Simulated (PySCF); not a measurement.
revPBE on Rh⁻ (rhodium, charge -1), [Kr] 4d8 5s2, high-spin 3F determinant. All numbers are calculated (PySCF 2.14, scalar relativity through the core potential, in aug-cc-pVTZ-PP with one added diffuse shell each of s, p, d, f, g type with ECP28MDF (7s7p6d4f3g, 113 functions)).

```
cycle= 1 E= -110.224947396933  delta_E= -0.0245  |g|= 0.0817  |ddm|= 0.788
cycle= 2 E= -110.225497633805  delta_E= -0.00055  |g|= 0.0846  |ddm|= 0.575
cycle= 3 E= -110.228377926585  delta_E= -0.00288  |g|= 0.0077  |ddm|= 0.341
cycle= 4 E= -110.228376777677  delta_E= 1.15e-06  |g|= 0.00704  |ddm|= 0.0351
cycle= 5 E= -110.228417670543  delta_E= -4.09e-05  |g|= 0.000513  |ddm|= 0.0401
cycle= 6 E= -110.228418274934  delta_E= -6.04e-07  |g|= 0.00013  |ddm|= 0.00947
cycle= 7 E= -110.228418313674  delta_E= -3.87e-08  |g|= 1.72e-05  |ddm|= 0.0015
cycle= 8 E= -110.228418314464  delta_E= -7.91e-10  |g|= 7.7e-07  |ddm|= 0.000238
converged SCF energy = -110.228418314464  <S^2> = 2.0275569  2S+1 = 3.0183153
```

Highest occupied orbital energy: 1.025 eV; ⟨L²⟩ = 12.03; populations by l: s 4.00, p 6.00, d 8.00, f 0.00.

Task: Can this result be used?

Result: With care. The run converged. Energies and moments cover only the electrons outside the core potential. At revPBE the highest occupied level has a positive energy, so only the finite basis holds that electron; in a semilocal or global hybrid functional this comes from self-interaction and does not mean that the real anion is unbound.
